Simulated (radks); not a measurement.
The fluorine anion F-, [Ne], held by a Watson sphere: a shell of charge +1 at radius R that stands for the Madelung well of a crystal (potential energy -1/R inside, -1/r outside, in hartree with lengths in bohr). Method: scalar-relativistic Kohn-Sham, LB94 model potential, spin-unpolarised, spherical densities, finite nucleus; Fermi nuclear charge, rms radius of each element as measured or else 0.836 A^(1/3) + 0.57 fm; computed with a radial shooting solver on a logarithmic mesh with Libxc functionals. Response by self-consistent Sternheimer equations with the Hartree and adiabatic LDA kernel, the relativistic mass of each level held fixed and spin-orbit coupling left out. The sphere does not respond.

[
 {"R (bohr)": "1.69", "e(1s) (eV)": "-686.44", "e(2s) (eV)": "-34.579", "e(2p) (eV)": "-16.543", "<r> 2p (bohr)": "1.165", "sum of <r^2> (bohr^2)": "13.66", "X-ray form factor at sin(theta)/lambda = 0.2 1/angstrom": "7.105", "alpha (bohr^3)": "5.508"},
 {"R (bohr)": "2.56", "e(1s) (eV)": "-684.28", "e(2s) (eV)": "-31.357", "e(2p) (eV)": "-13.545", "<r> 2p (bohr)": "1.214", "sum of <r^2> (bohr^2)": "14.96", "X-ray form factor at sin(theta)/lambda = 0.2 1/angstrom": "6.988", "alpha (bohr^3)": "7.896"},
 {"R (bohr)": "2.77", "e(1s) (eV)": "-683.78", "e(2s) (eV)": "-30.768", "e(2p) (eV)": "-12.968", "<r> 2p (bohr)": "1.221", "sum of <r^2> (bohr^2)": "15.15", "X-ray form factor at sin(theta)/lambda = 0.2 1/angstrom": "6.976", "alpha (bohr^3)": "8.410"},
 {"R (bohr)": "2.9", "e(1s) (eV)": "-683.48", "e(2s) (eV)": "-30.432", "e(2p) (eV)": "-12.637", "<r> 2p (bohr)": "1.224", "sum of <r^2> (bohr^2)": "15.26", "X-ray form factor at sin(theta)/lambda = 0.2 1/angstrom": "6.970", "alpha (bohr^3)": "8.709"},
 {"R (bohr)": "3.27", "e(1s) (eV)": "-682.70", "e(2s) (eV)": "-29.579", "e(2p) (eV)": "-11.793", "<r> 2p (bohr)": "1.232", "sum of <r^2> (bohr^2)": "15.50", "X-ray form factor at sin(theta)/lambda = 0.2 1/angstrom": "6.960", "alpha (bohr^3)": "9.472"},
 {"R (bohr)": "3.52", "e(1s) (eV)": "-682.23", "e(2s) (eV)": "-29.080", "e(2p) (eV)": "-11.295", "<r> 2p (bohr)": "1.235", "sum of <r^2> (bohr^2)": "15.62", "X-ray form factor at sin(theta)/lambda = 0.2 1/angstrom": "6.955", "alpha (bohr^3)": "9.914"},
 {"R (bohr)": "3.77", "e(1s) (eV)": "-681.80", "e(2s) (eV)": "-28.632", "e(2p) (eV)": "-10.847", "<r> 2p (bohr)": "1.238", "sum of <r^2> (bohr^2)": "15.72", "X-ray form factor at sin(theta)/lambda = 0.2 1/angstrom": "6.953", "alpha (bohr^3)": "10.30"},
 {"R (bohr)": "3.82", "e(1s) (eV)": "-681.71", "e(2s) (eV)": "-28.548", "e(2p) (eV)": "-10.763", "<r> 2p (bohr)": "1.239", "sum of <r^2> (bohr^2)": "15.73", "X-ray form factor at sin(theta)/lambda = 0.2 1/angstrom": "6.952", "alpha (bohr^3)": "10.37"},
 {"R (bohr)": "3.92", "e(1s) (eV)": "-681.56", "e(2s) (eV)": "-28.385", "e(2p) (eV)": "-10.601", "<r> 2p (bohr)": "1.239", "sum of <r^2> (bohr^2)": "15.76", "X-ray form factor at sin(theta)/lambda = 0.2 1/angstrom": "6.951", "alpha (bohr^3)": "10.50"}
]
